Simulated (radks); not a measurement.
The niobium ion Nb32+, 9 electrons, occupied as [He] 2s2 2p5 (the NIST ground configuration). All-electron calculation, Dirac Kohn-Sham, LDA (Slater exchange, Perdew-Wang correlation), spin-unpolarised, spherical densities, finite nucleus; open shells fill j = l - 1/2 first; Fermi nuclear charge, rms radius 4.324 fm. Program: a radial shooting solver on a logarithmic mesh with Libxc functionals.

Unscreened Slater integrals over Kohn-Sham orbitals (cm^-1). Large and small components are both included. Empty in this configuration: 3s1/2.

\begin{tabular}{lr}
integral & value \\ \hline
F0(2p3/2,2p3/2) & 1487900 \\
F2(2p3/2,2p3/2) & 710550 \\
F0(2p3/2,2p1/2) & 1511400 \\
G2(2p3/2,2p1/2) & 707170 \\
F0(2p3/2,2s1/2) & 1368600 \\
G1(2p3/2,2s1/2) & 772770 \\
F0(2p3/2,1s1/2) & 2017900 \\
G1(2p3/2,1s1/2) & 367610 \\
F0(2p3/2,3s1/2) & 702470 \\
G1(2p3/2,3s1/2) & 74079 \\
F0(2p1/2,2p1/2) & 1536300 \\
F0(2p1/2,2s1/2) & 1386000 \\
G1(2p1/2,2s1/2) & 764980 \\
F0(2p1/2,1s1/2) & 2095300 \\
G1(2p1/2,1s1/2) & 382410 \\
F0(2p1/2,3s1/2) & 706120 \\
G1(2p1/2,3s1/2) & 74737 \\
F0(2s1/2,2s1/2) & 1293000 \\
F0(2s1/2,1s1/2) & 1824900 \\
G0(2s1/2,1s1/2) & 187250 \\
F0(2s1/2,3s1/2) & 687290 \\
G0(2s1/2,3s1/2) & 60526 \\
F0(1s1/2,1s1/2) & 5729600 \\
F0(1s1/2,3s1/2) & 810050 \\
G0(1s1/2,3s1/2) & 44494 \\
F0(3s1/2,3s1/2) & 537060 \\
\end{tabular}
